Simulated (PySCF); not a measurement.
H₈Si₂Sn. Atoms are numbered in the order given.

```xyz
11

Sn     0.0000     0.5792     0.0000
Si     0.0000    -0.8918     2.1062
Si     0.0000    -0.8918    -2.1062
H      1.3857     1.5920     0.0000
H     -1.3851     1.5928     0.0000
H     -1.2164    -1.7610     2.1168
H      0.0053    -0.0575     3.3468
H      1.2113    -1.7682     2.1111
H      1.2113    -1.7682    -2.1111
H      0.0053    -0.0575    -3.3468
H     -1.2164    -1.7610    -2.1168
```

The structure is a stationary point at PBE0-D3(BJ)/def2-SVP. The structure was generated by enumeration; whether it is a known compound was not checked. The def2 effective core potentials stand for the cores of Sn; spin–orbit coupling is left out.

The numbers are results of TDDFT-PBE/def2-SVPD in PySCF, not measurements.

Vertical excitations. Isolated molecule, no solvent. State labels are in the subgroup Cs.

Computed lowest excited states:
| state | symmetry | energy (eV) | λ (nm) | f | main pairs |
|---|---|---|---|---|---|
| S1 | A" | 5.89 | 210 | 0.105 | HOMO→LUMO+1 54 %, HOMO→LUMO 41 % |
| S2 | A" | 6.09 | 204 | 0.172 | HOMO→LUMO+1 34 %, HOMO→LUMO 32 %, HOMO→LUMO+2 18 %, HOMO−1→LUMO+3 12 % |
| S3 | A" | 6.09 | 203 | 0.041 | HOMO→LUMO+2 79 % |
| S4 | A' | 6.17 | 201 | 0.001 | HOMO→LUMO+3 65 %, HOMO−1→LUMO 23 %, HOMO−1→LUMO+1 11 % |
| S5 | A' | 6.33 | 196 | 0.059 | HOMO−1→LUMO 65 %, HOMO−1→LUMO+1 25 % |
| S6 | A' | 6.49 | 191 | 0.001 | HOMO→LUMO+5 61 %, HOMO−1→LUMO+2 32 % |
| S7 | A' | 6.51 | 190 | 0.100 | HOMO−1→LUMO+1 56 %, HOMO→LUMO+3 19 %, HOMO−2→LUMO+2 9 % |
| S8 | A" | 6.52 | 190 | 0.000 | HOMO→LUMO+4 96 % |
| S9 | A' | 6.63 | 187 | 0.015 | HOMO−2→LUMO 75 %, HOMO−2→LUMO+1 16 % |
| S10 | A" | 6.77 | 183 | 0.445 | HOMO−1→LUMO+3 66 %, HOMO→LUMO+6 15 % |
| T1 | A" | 5.16 | 240 | 0 | HOMO→LUMO 95 % |
| T2 | A" | 5.53 | 224 | 0 | HOMO→LUMO+1 94 % |
| T3 | A' | 5.61 | 221 | 0 | HOMO→LUMO+3 70 %, HOMO−1→LUMO 27 % |
| T4 | A" | 5.63 | 220 | 0 | HOMO→LUMO+2 98 % |
Triplets are in the Tamm–Dancoff approximation, which puts them higher than full response would, so one can lie above its singlet here.
